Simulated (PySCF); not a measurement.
Input file for PySCF: R-HF/STO-3G on AlF2H (SMILES [F][AlH][F]), a point of a bond scan (R = 4.194 Å).

```python
from pyscf import gto, scf, dft, mp
from pyscf.data.elements import chemcore

mol = gto.M(
    atom='''
    Al   -0.29735585   -0.20000769   -0.23453486
    H    -3.20946745   -2.15875412   -2.53141816
    F    -0.21997505    1.44163617   -0.18460638
    F     0.80236859   -1.04990625    0.64396034
    ''',
    basis='sto-3g',
    charge=0, spin=0, verbose=3, max_memory=1800)
mf = scf.RHF(mol)
mf.conv_tol = 1e-8
mf.max_cycle = 100
mf.kernel()
if not mf.converged:
    mf = mf.newton().run(mf.mo_coeff, mf.mo_occ)
```

Output:

```
converged SCF energy = -435.358151964483
```

The calculation finished and met its thresholds.

Cost: very roughly 0.17 core-seconds.
